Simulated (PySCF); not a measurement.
Excitations are Tamm–Dancoff values on a coarser integration grid. The basis has no diffuse functions, so Rydberg states are missing or too high.

Cartesian coordinates (Å):
```xyz
8

C     -1.8992    -0.0635     0.1632
C     -0.6193    -0.0205    -0.0901
C      0.6191     0.0210    -0.3349
C      1.8992     0.0636    -0.5874
H     -2.2685    -0.3013     1.1532
H     -2.6320     0.1371    -0.6087
H      2.2693     0.2995    -1.5775
H      2.6313    -0.1358     0.1854
```
Charge 0, multiplicity 1.

Estimate the S1 excitation (TDA), HOMO and brightest of the four lowest singlets (TDA) that CAM-B3LYP-D3(BJ)/def2-TZVP (PySCF) returns for this input.


- S1 excitation (TDA) = 4.09 eV
- HOMO = -8.32 eV
- brightest of the four lowest singlets (TDA) = 5.95 eV
